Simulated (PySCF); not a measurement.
Ru(CO)5, C5O5Ru, SMILES [O+]#[C-]->[Ru](<-[C-]#[O+])(<-[C-]#[O+])(<-[C-]#[O+])<-[C-]#[O+] at its CAM-B3LYP/def2-SVP optimised geometry (Å):

```
11

Ru     0.0000    -1.5451     0.0000
O      0.0048    -3.0860     2.6839
C      0.0023    -2.5190     1.6950
O      3.0896    -1.5454     0.0011
C      1.9544    -1.5451     0.0000
O     -3.0896    -1.5498    -0.0008
C     -1.9544    -1.5477     0.0000
O      0.0003     1.5498     0.0005
C     -0.0004     0.4098     0.0000
O     -0.0008    -3.0906    -2.6815
C     -0.0003    -2.5217    -1.6936
```

Level of theory: CAM-B3LYP/def2-TZVP, def2 effective core potentials past Kr (PySCF 2.14.0). The core electrons that the potentials of Ru replace are not part of the density. Cells within 0.4 Å of a nucleus heavier than hydrogen are left out (blank, or x).

Map of the Laplacian of the electron density (e/bohr⁵), clipped to [-1.50, 1.50] on the plane z = 0.0 Å:

```
|555555555555555555555555555|
|555555555555555555555555555|
|555555555555555555555555555|
|555555555555555555555555555|
|555555555555555555555555555|
|555555555555555555555555555|
|555555555555555555555555555|
|555555555555555555555555555|
|555555555555666555555555555|
|5555555555562x2655555555555|
|5555555555555x5555555555555|
|555555555555505555555555555|
|5555555555557x7555555555555|
|555555555555323555555555555|
|555555555555555555555555555|
|555556665556999655566655555|
|555560x3xx480x084xx3x065555|
|55556xx0xx490x094xx0xx65555|
|555556665456919654566655555|
|555555555555565555555555555|
|555555555555555555555555555|
|555555555555555555555555555|
|555555555555555555555555555|
|555555555555555555555555555|
|555555555555555555555555555|
|555555555555555555555555555|
|555555555555555555555555555|
```
Scale: ten equal steps from -1.50 (start of '0') to 1.50 (end of '9'), in the order '0123456789'; x runs from -5.50 to 5.50, y from -5.50 (bottom) to 5.50 (top).
